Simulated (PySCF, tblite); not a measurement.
Potential energy curve for MgF, doublet. Each curve is given relative to its own lowest point near equilibrium.

| R / Å | A | B | C | D |
|---|---|---|---|---|
| 1.43 | 52.8 | 29.8 | 53.0 | 50.5 |
| 1.50 | 28.8 | 14.1 | 29.4 | 28.0 |
| 1.57 | 13.8 | 5.6 | 14.5 | 13.5 |
| 1.65 | 4.3 | 1.1 | 4.8 | 4.2 |
| 1.72 | 0.7 | 0.0 | 0.9 | 0.6 |
| 1.76 | 0.0 | 0.1 | 0.1 | 0.0 |
| 1.80 | 0.1 | 0.6 | 0.0 | 0.2 |
| 1.86 | 1.6 | 1.9 | 1.1 | 1.7 |
| 1.94 | 5.2 | 4.3 | 4.2 | 5.4 |
| 2.05 | 12.3 | 8.5 | 10.4 | 12.5 |
| 2.21 | 24.9 | 15.4 | 21.4 | 24.7 |
| 2.39 | 40.1 | 23.9 | 34.2 | 38.9 |
| 2.67 | 62.4 | 37.4 | 51.9 | 59.6 |

Energies in kcal/mol.

### Question
Assign the columns to these levels of theory: GFN2-xTB, 300 K electronic temperature (tblite); PySCF 2.14.0 with CCSD on UHF/cc-pVDZ, 2 core orbitals frozen; unrestricted Hartree-Fock/LANL2DZ, with its core potentials past Ne (PySCF 2.14.0); unrestricted PBE/cc-pVDZ (PySCF 2.14.0).

### Answer
A is UCCSD; B is GFN2-xTB; C is UKS-PBE; D is UHF/LANL2DZ.

The scan ran from 1.43 to 7.12 Å; beyond the distances shown one of the unrestricted levels run for this scan, shown here or not, changes its spin distribution in one step.
